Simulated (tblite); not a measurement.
Species: C4H10Ge.
Z-matrix (Å and degrees, GFN2-xTB geometry), rows numbered from 1:
```
Ge
C   1  1.9746
C   2  1.5383  1  113.74
C   3  1.5326  2   89.11  1   102.44
C   4  1.5326  3   89.54  2    13.29
H   1  1.4970  2  111.81  3    69.68
H   1  1.4960  2  110.81  3   -49.68
H   1  1.4970  2  111.93  3  -169.23
H   2  1.0919  1  109.96  3  -129.94
H   3  1.0892  2  112.92  1  -143.03
H   3  1.0908  2  116.50  1   -16.21
H   4  1.0892  3  112.34  2  -100.77
H   4  1.0886  3  116.27  2   132.62
H   5  1.0908  2  116.47  1    16.24
H   5  1.0892  2  112.90  1   143.06
```

Computed with GFN2-xTB (tblite): harmonic, unscaled wavenumbers at the GFN2-xTB geometry, gas phase. Errors from tens to a few hundred cm⁻¹ against measured bands are possible. Modes of hydrogen on germanium can be 10 to 20 % off. One conformer, not necessarily the lowest.

Harmonic wavenumbers (cm⁻¹): 86.9, 92.1, 192.0, 231.0, 450.5, 505.6, 579.5, 712.6, 774.4, 816.3, 842.6, 855.3, 862.9, 996.2, 997.9, 1038.5, 1039.3, 1060.6, 1095.7, 1173.3, 1185.7, 1217.6, 1234.6, 1247.1, 1263.8, 1265.9, 1471.9, 1477.6, 1493.6, 1972.8, 2064.0, 2067.3, 2932.6, 2961.7, 2962.9, 2990.1, 2995.8, 3003.5, 3007.5.

A = 7535, B = 1761, C = 1655 MHz; mass 131.999 u (most abundant isotopes); point group Cs, symmetry number 1.

**Question.** Zero-point energy?

**Answer.** ½Σν̃ = 26610 cm⁻¹ = 318.32 kJ/mol.

**Question.** What is S at 298.15 K and 1 bar for an ideal gas of classical rigid rotors and harmonic oscillators?

**Answer.** Translation 169.75, rotation 113.32, vibration 64.25: S = 347.3 J/(mol K).

**Question.** And Cp and H(298.15 K) − H(0)?

**Answer.** Cp = 111.43 J/(mol K), of which vibrations give 78.17 (their classical limit is 39 R = 324.3); H(298.15 K) − H(0) = 20.49 kJ/mol without the zero-point energy, 10.58 from vibrations.

**Question.** Which modes carry the vibrational entropy at 298.15 K?

**Answer.** 86.9 cm⁻¹: 15.60; 92.1 cm⁻¹: 15.12; 192.0 cm⁻¹: 9.24; 231.0 cm⁻¹: 7.83; 450.5 cm⁻¹: 3.32; 505.6 cm⁻¹: 2.70 J/(mol K); the other 33 give 10.44 together.

**Question.** Blend soft modes into free rotors: weight 1/[1 + (100 cm⁻¹/ν̃)⁴] for the oscillator and the rest for a rotor with moment μB/(μ + B), μ = h/(8π²ν), B = 10⁻⁴⁴ kg m². What vibrational entropy results?

**Answer.** 60.68 J/(mol K) in place of 64.25, which changes −T·S at 298.15 K by +1.06 kJ/mol.

**Question.** How do the functions run with temperature in this model?

**Answer.** 
| T (K) | S (J/(mol K)) | Cp (J/(mol K)) | H − H(0) (kJ/mol) | G − H(0) (kJ/mol) | ln q(vib) |
| --- | --- | --- | --- | --- | --- |
| 150 | 288.9 | 67.2 | 7.51 | -35.82 | 1.42 |
| 250 | 329.2 | 95.0 | 15.53 | -66.77 | 2.78 |
| 400 | 385.0 | 146.3 | 33.64 | -120.36 | 4.97 |
| 600 | 455.4 | 201.5 | 68.75 | -204.51 | 8.15 |
| 900 | 548.1 | 254.3 | 137.82 | -355.43 | 13.03 |

q(vib) and H(0) count from the zero-point level.

**Question.** What must be added to the electronic energy to get the Gibbs energy at 298.15 K and 1 bar?

**Answer.** ZPE + [H(298.15 K) − H(0)] − T·S = 318.32 + 20.49 − 103.55 = 235.26 kJ/mol.

Hindered rotation and anharmonicity are outside this model. Other conformers, if any are populated, would add a mixing term that is left out.
